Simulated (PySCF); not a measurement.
Au (SMILES [Au]), doublet (core potentials on Au); B3LYP/def2-TZVP run with PySCF.

The PySCF input:
```python
from pyscf import gto, scf, dft

mol = gto.M(
    atom='''
Au    0.00000000    0.00000000    0.00000000
''',
    basis='def2-tzvp',
    ecp={'Au': 'def2-tzvp'},
    spin=1,
    verbose=4,
)

mf = dft.UKS(mol)
mf.xc = 'b3lyp'
mf.level_shift = 0.5
mf.max_cycle = 100
mf.kernel()
mf.analyze()
```

Question: Predict the main parts of the log of this PySCF run.

Answer: 
```
PySCF version 2.14.0

[INPUT] verbose = 4
[INPUT] num. atoms = 1
[INPUT] num. electrons = 19
[INPUT] charge = 0
[INPUT] spin (= nelec alpha-beta = 2S) = 1
[INPUT] symmetry False subgroup None
[INPUT] Mole.unit = angstrom
[INPUT] Symbol           X                Y                Z      unit          X                Y                Z       unit  Magmom
[INPUT]  1 Au     0.000000000000   0.000000000000   0.000000000000 AA    0.000000000000   0.000000000000   0.000000000000 Bohr   0.0

nuclear repulsion = 0
number of shells = 14
number of NR pGTOs = 66
number of NR cGTOs = 40
basis = def2-tzvp
ecp = {'Au': 'def2-tzvp'}

******** <class 'pyscf.dft.uks.UKS'> ********
method = UKS
initial guess = minao
damping factor = 0
level_shift factor = 0.5
DIIS = <class 'pyscf.scf.diis.CDIIS'>
diis_start_cycle = 1
diis_space = 8
diis_damp = 0
SCF conv_tol = 1e-09
SCF conv_tol_grad = None
SCF max_cycles = 100
direct_scf = True
direct_scf_tol = 1e-13
number electrons alpha = 10  beta = 9
XC library pyscf.dft.libxc version 7.1.2
    S. Lehtola, C. Steigemann, M. J. T. Oliveira, and M. A. L. Marques,  SoftwareX 7, 1–5 (2018)
XC functionals = b3lyp
    P. J. Stephens, F. J. Devlin, C. F. Chabalowski, and M. J. Frisch,  J. Phys. Chem. 98, 11623 (1994)
radial grids:
    Treutler-Ahlrichs [JCP 102, 346 (1995); DOI:10.1063/1.469408] (M4) radial grids

becke partition: Becke, JCP 88, 2547 (1988); DOI:10.1063/1.454033
pruning grids: <function nwchem_prune>
grids dens level: 3
symmetrized grids: False
atomic radii adjust function: <function treutler_atomic_radii_adjust>
small_rho_cutoff = 0
Set gradient conv threshold to 3.16228e-05
tot grids = 24312
init E= -121.527252573915

cycle= 1 E= -135.425983141541  delta_E= -13.9  |g|= 1.09  |ddm|= 5.39
cycle= 2 E= -135.656856005215  delta_E= -0.231  |g|= 0.641  |ddm|= 1.37
cycle= 3 E= -135.751972258795  delta_E= -0.0951  |g|= 0.159  |ddm|= 0.377
cycle= 4 E= -135.760345037238  delta_E= -0.00837  |g|= 0.0209  |ddm|= 0.0905
cycle= 5 E= -135.760646114507  delta_E= -0.000301  |g|= 0.00786  |ddm|= 0.0294
cycle= 6 E= -135.760704094554  delta_E= -5.8e-05  |g|= 0.00406  |ddm|= 0.02
cycle= 7 E= -135.760719441676  delta_E= -1.53e-05  |g|= 0.00204  |ddm|= 0.0117
cycle= 8 E= -135.760723673557  delta_E= -4.23e-06  |g|= 0.00098  |ddm|= 0.00683
cycle= 9 E= -135.760724820929  delta_E= -1.15e-06  |g|= 0.000478  |ddm|= 0.00389
cycle= 10 E= -135.760725143457  delta_E= -3.23e-07  |g|= 0.000238  |ddm|= 0.00221
cycle= 11 E= -135.760725237348  delta_E= -9.39e-08  |g|= 0.000124  |ddm|= 0.00125
cycle= 12 E= -135.760725265747  delta_E= -2.84e-08  |g|= 6.73e-05  |ddm|= 0.000709
cycle= 13 E= -135.760725274573  delta_E= -8.83e-09  |g|= 3.77e-05  |ddm|= 0.000403
cycle= 14 E= -135.760725277375  delta_E= -2.8e-09  |g|= 2.15e-05  |ddm|= 0.00023
cycle= 15 E= -135.760725278275  delta_E= -9e-10  |g|= 1.24e-05  |ddm|= 0.000131
Extra cycle  E= -135.760725278684  delta_E= -4.09e-10  |g|= 6.52e-06  |ddm|= 0.000159
converged SCF energy = -135.760725278684  <S^2> = 0.75062981  2S+1 = 2.0006297
**** SCF Summaries ****
Total Energy =                        -135.760725278684333
Nuclear Repulsion Energy =               0.000000000000000
One-electron Energy =                 -238.718364737861151
Two-electron Energy =                  102.957639459176818
Two-electron Coulomb Energy =          115.842300534660737
DFT Exchange-Correlation Energy =      -12.884661075483917
**** MO energy ****
                             alpha | beta                alpha | beta
MO #1   energy= -4.13701042333576  | -4.13429811149523  occ= 1 | 1
MO #2   energy= -2.31385117354988  | -2.312169579495    occ= 1 | 1
MO #3   energy= -2.31385117354988  | -2.312169579495    occ= 1 | 1
MO #4   energy= -2.31385117354988  | -2.31216957949499  occ= 1 | 1
MO #5   energy= -0.304348507922487 | -0.295446488686372 occ= 1 | 1
MO #6   energy= -0.304348507922487 | -0.295446488686372 occ= 1 | 1
MO #7   energy= -0.304348507922485 | -0.295446488686371 occ= 1 | 1
MO #8   energy= -0.304348507922485 | -0.29544648868637  occ= 1 | 1
MO #9   energy= -0.30434850792248  | -0.295446488686361 occ= 1 | 1
MO #10  energy= -0.242688705041457 | -0.167673437484784 occ= 1 | 0
MO #11  energy= -0.0144192504078803 | -0.00274653629316677 occ= 0 | 0
MO #12  energy= -0.0144192504078788 | -0.00274653629316585 occ= 0 | 0
MO #13  energy= -0.014419250407875 | -0.00274653629316216 occ= 0 | 0
MO #14  energy= 0.134862987564848  | 0.144706011038922  occ= 0 | 0
MO #15  energy= 0.294229922109369  | 0.303387636552526  occ= 0 | 0
MO #16  energy= 0.294229922109373  | 0.30338763655253   occ= 0 | 0
MO #17  energy= 0.294229922109379  | 0.303387636552533  occ= 0 | 0
MO #18  energy= 0.294229922109381  | 0.303387636552537  occ= 0 | 0

WARN: Weak orthogonality for localized orbitals 2.0511895055320194e-09

spin_pop of  0 Au 5s        0.00104
spin_pop of  0 Au 6s        0.98519
spin_pop of  0 Au 7s        0.00347
spin_pop of  0 Au 8s        0.00278
spin_pop of  0 Au 9s        0.00266
spin_pop of  0 Au 10s        0.00486
spin_pop of  0 Au 5px      -0.00002
spin_pop of  0 Au 5py      -0.00002
spin_pop of  0 Au 5pz      -0.00002
spin_pop of  0 Au 6px      -0.00103
spin_pop of  0 Au 6py      -0.00103
spin_pop of  0 Au 6pz      -0.00103
spin_pop of  0 Au 7px       0.00082
spin_pop of  0 Au 7py       0.00082
spin_pop of  0 Au 7pz       0.00082
spin_pop of  0 Au 8px       0.00023
spin_pop of  0 Au 8py       0.00023
spin_pop of  0 Au 8pz       0.00023
spin_pop of  0 Au 5dxy     -0.00939
spin_pop of  0 Au 5dyz     -0.00939
spin_pop of  0 Au 5dz^2    -0.00939
spin_pop of  0 Au 5dxz     -0.00928
spin_pop of  0 Au 5dx2-y2   -0.00928
spin_pop of  0 Au 6dxy      0.00039
spin_pop of  0 Au 6dyz      0.00039
spin_pop of  0 Au 6dz^2     0.00039
spin_pop of  0 Au 6dxz      0.00396
spin_pop of  0 Au 6dx2-y2    0.00396
spin_pop of  0 Au 7dxy      0.00900
spin_pop of  0 Au 7dyz      0.00900
spin_pop of  0 Au 7dz^2     0.00900
spin_pop of  0 Au 7dxz      0.00532
spin_pop of  0 Au 7dx2-y2    0.00532
spin_pop of  0 Au 5f-3     -0.00000
spin_pop of  0 Au 5f-2     -0.00000
spin_pop of  0 Au 5f-1     -0.00000
spin_pop of  0 Au 5f+0     -0.00000
spin_pop of  0 Au 5f+1     -0.00000
spin_pop of  0 Au 5f+2     -0.00000
spin_pop of  0 Au 5f+3     -0.00000

WARN: Weak orthogonality for localized orbitals 2.0511895055320194e-09

In total            10.00000 | 9.00000
Dipole moment(X, Y, Z, Debye): -0.00000, -0.00000,  0.00000
```
